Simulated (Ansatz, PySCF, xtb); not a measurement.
Complex: H2O (SMILES O) (first 3 atoms) with PH3 (SMILES P); geometry from B3LYP-D3(BJ)/def2-TZVP, rigid monomers moved along the line of their centres of mass till H2···P4 is 2.32 Å.
(charge 0, multiplicity 1):
```xyz
7

O      0.26316    -0.07788    -0.54252
H      0.12421     0.00006     0.41182
H      1.14487     0.27479    -0.69841
P     -0.40528     0.12697     2.67164
H      0.23044    -0.59010     3.71408
H     -0.53276     1.32228     3.42000
H     -1.70279    -0.34214     2.98799
```

Monomers are frozen at their geometry in the pair; levels with a basis set take the counterpoise correction. Rows marked so take none.

Rows in 6-31G*, STO-3G carry no dispersion term and start afresh at each structure (6-31G* with six Cartesian d functions).

The values were computed with Ansatz (Gaussian basis) for Hartree–Fock, density functionals and correlated methods; PySCF for 6-31G* rows, STO-3G rows; xtb for the GFN methods. 

Question: One of these levels gives -71.0 meV for the interaction energy. Which one is it?
(A) HF/6-31G*
(B) HF/aug-cc-pV(D+d)Z
(C) HF/STO-3G (no counterpoise)
(D) GFN-FF

Answer: C, HF/STO-3G (no counterpoise). The others give -202.4 (GFN-FF), 67.9 (HF/6-31G*), 40.5 (HF/aug-cc-pV(D+d)Z)

Ansatz is a quantum-chemistry and plane-wave program.
